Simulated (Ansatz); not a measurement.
Reaction (redistribution): `[F][Ge][N]([SiH3])[SiH3]` + `CO[SiH]` → `C[O][Ge][F]` + `[SiH]N([SiH3])[SiH3]`

Gas-phase electronic energies from Ansatz, PBE0-D4/def2-TZVP geometries. CCSD(T)/CBS adds triple-zeta CCSD(T) − MP2 to the extrapolated MP2 energy (def2 sets, frozen cores). This one scheme is used for every species. DFT in def2-TZVPP. For Ge outer-core shells are correlated without core-valence functions, which leaves a few kJ/mol of doubt a bond. Scalar relativity is left out up to krypton. Each species was taken in one conformer, which may not be the lowest.

Question: Is it downhill or uphill in electronic energy at CCSD(T)/CBS, and by how much? (An estimate is asked.)

Answer: The calculation gave: Uphill: ΔE = +8.7 kJ/mol.

Question: What do these levels give: LDA (SPW92), r2SCANh-D4, r2SCAN0-D4, BHLYP-D4, B2PLYP, RPA@PBE/def2-TZVPP, HF/def2-SVP, MP2/def2-SVP, MP2/def2-QZVPP, HF/CBS(def2), MP2/CBS(def2), CCSD/CBS(def2)? (Estimate.)

Answer: The calculation gave: LDA (SPW92) 4.7, r2SCANh-D4 6.2, r2SCAN0-D4 6.9, BHLYP-D4 9.5, B2PLYP 7.2, RPA@PBE/def2-TZVPP 9.9, HF/def2-SVP 6.9, MP2/def2-SVP 2.6, MP2/def2-QZVPP 8.1, HF/CBS(def2) 10.6, MP2/CBS(def2) 8.0, CCSD/CBS(def2) 9.6 kJ/mol.

Largest T1 diagnostic among the species: 0.015.

Leaving LDA and LC-ωPBE aside and taking each functional with its dispersion term where it has one, the values, not all of them listed here, spread over 8.0 kJ/mol, from revPBE-D4 to BHLYP-D4. At CCSD(T), def2-SVP lies −5.7 kJ/mol from the extrapolated value and def2-TZVPP +0.5 kJ/mol.
